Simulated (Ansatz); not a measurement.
Z-matrix (Å, degrees):
```
C
In 1 2.148
H 1 1.089 2 110.5
H 1 1.092 2 109.9 3 -120.5
H 1 1.091 2 110.0 3 120.6
C 2 2.148 1 130.7 3 -178.9
Se 2 2.530 1 113.9 3 1.6
H 6 1.092 2 109.1 1 -102.0
H 6 1.090 2 111.4 1 18.1
H 6 1.091 2 109.8 1 139.4
H 7 1.469 2 92.9 1 -179.9
```

Total charge 0; spin multiplicity 1. In: def2 effective core potential.

(1) List the PBE/def2-TZVPP orbital energies in eV (the Gaussian-basis code of Ansatz). (Estimate.)

Answers

(1) The calculation gave: Occupied: -12301.71, -1561.70, -1402.48, -1402.44, -1402.41, -268.76, -268.74, -204.68, -150.01, -149.89, -149.78, -121.68, -79.44, -79.19, -79.09, -53.11, -53.08, -52.99, -52.90, -52.89, -18.81, -18.66, -18.60, -18.52, -18.46, -16.79, -16.51, -16.35, -9.82, -9.79, -9.76, -9.68, -9.64, -8.80, -6.50, -6.29, -5.65. Lowest empty: -1.70, -1.16, -0.33, 0.06, 0.21, 1.23, 1.78, 1.99.
